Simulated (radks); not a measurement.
Task: The mean radii <r> (bohr) of the occupied orbitals of an atom or ion are listed with their occupations. Method: Dirac Kohn-Sham, BLYP, spin-unpolarised, spherical densities, finite nucleus; Fermi nuclear charge, rms radius of each element as measured or else 0.836 A^(1/3) + 0.57 fm; computed with a radial shooting solver on a logarithmic mesh with Libxc functionals.

orbital  occ.      <r>
1s1/2       2  0.02611
2s1/2       2   0.1116
2p1/2       2  0.09398
2p3/2       4  0.09986
3s1/2       2   0.2974
3p1/2       2   0.2872
3p3/2       4   0.2987
3d3/2       4   0.2690
3d5/2       6   0.2726
4s1/2       2   0.6575
4p1/2       2   0.6708
4p3/2       4   0.6914
4d3/2       3   0.7181

Name the element and its charge. Open shells, if any, fill j = l - 1/2 first.

Result: Z = 55, caesium, charge +16: Cs16+ in [Kr] 4d3. The 1s radius gives Z: for a bare nucleus <r> = (2 gamma + 1)/(2Z) with gamma = sqrt(1 - (Z/c)^2), 0.02574 bohr for Z = 55, and screening makes it slightly larger (0.02611 here). The occupations add up to 39, and the charge is Z minus that.
